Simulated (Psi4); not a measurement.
Level of theory: SAPT0/jun-cc-pVDZ, frozen core in Psi4.

Psi4 input:

```
molecule {
0 1
C -0.00575465 0.00114400 -0.00006339
O 1.17098228 -0.22783043 0.00877894
H -0.76182160 -0.80810242 -0.00561021
H -0.40340603 1.03478886 -0.00310535
--
0 1
O 2.99033060 1.09145593 1.80333330
S 2.10234127 1.74352420 0.87821481
O 0.87019135 2.29821362 1.37186635
units angstrom
symmetry c1
no_reorient
no_com
}
set basis jun-cc-pvdz
set scf_type df
set freeze_core true
energy('sapt0')
```

Part of the output:

```
    SAPT Results
  --------------------------------------------------------------------------------------------------------
    Electrostatics                -38.25703244 [mEh]     -24.00665030 [kcal/mol]    -100.44382484 [kJ/mol]
      Elst10,r                    -38.25703244 [mEh]     -24.00665030 [kcal/mol]    -100.44382484 [kJ/mol]

    Exchange                       66.65197930 [mEh]      41.82474846 [kcal/mol]     174.99474754 [kJ/mol]
      Exch10                       66.65197930 [mEh]      41.82474846 [kcal/mol]     174.99474754 [kJ/mol]
      Exch10(S^2)                  64.88955289 [mEh]      40.71880919 [kcal/mol]     170.36749764 [kJ/mol]

    Induction                     -19.90425194 [mEh]     -12.49010666 [kcal/mol]     -52.25860627 [kJ/mol]
      Ind20,r                     -49.77789430 [mEh]     -31.23610026 [kcal/mol]    -130.69184347 [kJ/mol]
      Exch-Ind20,r                 39.96625614 [mEh]      25.07920436 [kcal/mol]     104.93139104 [kJ/mol]
      delta HF,r (2)              -10.09261378 [mEh]      -6.33321076 [kcal/mol]     -26.49815384 [kJ/mol]

    Dispersion                    -10.43190669 [mEh]      -6.54612028 [kcal/mol]     -27.38896725 [kJ/mol]
      Disp20                      -13.66673274 [mEh]      -8.57600427 [kcal/mol]     -35.88200187 [kJ/mol]
      Exch-Disp20                   3.23482605 [mEh]       2.02988399 [kcal/mol]       8.49303461 [kJ/mol]
      Disp20 (SS)                  -6.83336637 [mEh]      -4.28800214 [kcal/mol]     -17.94100093 [kJ/mol]
      Disp20 (OS)                  -6.83336637 [mEh]      -4.28800214 [kcal/mol]     -17.94100093 [kJ/mol]
      Exch-Disp20 (SS)              1.56821929 [mEh]       0.98407246 [kcal/mol]       4.11735918 [kJ/mol]
      Exch-Disp20 (OS)              1.66660676 [mEh]       1.04581153 [kcal/mol]       4.37567544 [kJ/mol]

  Total HF                          8.49069492 [mEh]       5.32799150 [kcal/mol]      22.29231643 [kJ/mol]
  Total SAPT0                      -1.94121178 [mEh]      -1.21812878 [kcal/mol]      -5.09665082 [kJ/mol]
```
